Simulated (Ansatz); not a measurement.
Process, species as SMILES: [C]Br (C-Br) → Br atom + C atom
B3LYP-D3(BJ)/def2-TZVP geometries, fixed; electronic energies without zero-point terms.
Largest species:
```xyz
2

C      0.0000     0.0000    -1.5630
Br     0.0000     0.0000     0.2679
```
Charge 0, spin multiplicity 2.

Basis-set convergence of the atomisation energy at r2SCAN with Ansatz (a program for electronic structure). All functions are spherical. The program fits the integrals of some runs and decomposes those of others, by size. Open shells are unrestricted. No added dispersion term, no relativity. Functions are those of the species that has most. Reference: the value in aug-cc-pV5Z, 87.17 kcal/mol, itself unsure by roughly 0.06 kcal/mol (its mean distance from pcseg-4, aug-pcseg-3, aug-cc-pVQZ). Deviations are taken from unrounded values.

```json
[
 {"basis": "cc-pVDZ", "functions": "41"},
 {"basis": "aug-cc-pVDZ", "functions": "59"},
 {"basis": "cc-pVTZ", "functions": "73"},
 {"basis": "aug-cc-pVTZ", "functions": "105"},
 {"basis": "cc-pVQZ", "functions": "123"},
 {"basis": "aug-cc-pVQZ", "functions": "173"},
 {"basis": "cc-pV5Z", "functions": "195"},
 {"basis": "aug-cc-pV5Z", "functions": "267"}
]
```

Question: Which is the smallest correlation-consistent set listed that can be trusted to 1 kcal/mol here, that is, within that of the reference together with its larger relatives (same family, alike in diffuse functions; a set with none to test it counts only in the reference's own line)?

Answer: The smallest set listed that lies within 1 kcal/mol of the reference with all its larger relatives (same family, alike in diffuse functions; a set with none counts only in the reference's own line) is cc-pVTZ (73 functions, -0.53 kcal/mol off). Value minus reference: cc-pVDZ -2.37, aug-cc-pVDZ -1.64, cc-pVTZ -0.53, aug-cc-pVTZ -0.25, cc-pVQZ -0.14, aug-cc-pVQZ 0.00, cc-pV5Z -0.07, aug-cc-pV5Z 0.00 kcal/mol.
